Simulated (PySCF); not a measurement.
# Basis and Hamiltonian dependence of the excitation energy of C⁺

C⁺ [He] 2s2 2p1 (2P) → C⁺ [He] 2s2 3d1 (2D). All values are computed (PySCF 2.14, energy differences of UHF-based or UKS calculations, no spin-orbit coupling). Values in eV.

| basis | Hamiltonian | functions | UHF | PBE | PBE0 | MP2 (valence) | CCSD(T) (valence) | CCSD(T) (valence and next inner shell) |
| --- | --- | --- | --- | --- | --- | --- | --- | --- |
| aug-cc-pVDZ | non-relativistic | 23 | 19.964 | 19.191 | 19.444 | 19.703 | 19.902 | n/a |
| aug-cc-pwCVDZ | non-relativistic | 27 | 19.891 | 19.101 | 19.360 | 19.653 | 19.854 | 19.869 |
| ANO-RCC-VTZP | spin-free X2C | 30 | 23.280 | 21.966 | 22.314 | 22.573 | n/a | 23.141 |
| def2-TZVPPD | non-relativistic | 37 | 18.445 | 17.989 | 18.194 | 18.414 | 18.480 | 18.499 |
| x2c-TZVPPall with one added diffuse shell each of s, p, d type | spin-free X2C | 40 | 18.465 | 18.001 | 18.207 | 18.431 | 18.500 | 18.519 |
| dyall-av2z | non-relativistic | 42 | 19.777 | 19.019 | 19.274 | 19.578 | 19.768 | n/a |
| aug-cc-pVTZ | non-relativistic | 46 | 18.610 | 18.096 | 18.312 | 18.480 | 18.566 | n/a |
| aug-cc-pVTZ-DK | spin-free X2C | 46 | 18.606 | 18.093 | 18.309 | 18.477 | 18.563 | n/a |
| aug-cc-pwCVTZ | non-relativistic | 59 | 18.613 | 18.106 | 18.320 | 18.492 | 18.579 | 18.634 |
| aug-cc-pCVTZ-DK | spin-free X2C | 59 | 18.609 | 18.105 | 18.318 | 18.484 | n/a | 18.611 |
| def2-QZVPPD | non-relativistic | 63 | 18.233 | 17.852 | 18.045 | 18.239 | 18.275 | 18.313 |
| x2c-QZVPPall with one added diffuse shell each of s, p, d, f type | spin-free X2C | 73 | 18.280 | 17.880 | 18.076 | 18.225 | 18.259 | 18.298 |
| aug-cc-pVQZ | non-relativistic | 80 | 18.225 | 17.842 | 18.036 | 18.175 | 18.204 | n/a |
| aug-cc-pVQZ with one added diffuse shell each of s, p, d, f, g type | non-relativistic | 105 | 17.961 | 17.707 | 17.885 | 17.971 | n/a | n/a |

Frozen in the all-electron rows: valence: 1s2; valence and next inner shell: nothing.

At UHF, aug-cc-pVDZ, aug-cc-pwCVDZ, ANO-RCC-VTZP, dyall-av2z, def2-QZVPPD, x2c-QZVPPall with one added diffuse shell each of s, p, d, f type, aug-cc-pVQZ, aug-cc-pVQZ with one added diffuse shell each of s, p, d, f, g type lie more than 0.3 eV from the median of the rows with comparable relativity. Of these, ANO-RCC-VTZP, def2-QZVPPD have no diffuse functions of the l that the added or promoted electron needs.

Reference for a calculation without spin-orbit coupling: 18.041 eV (measured, between term centres; NIST).
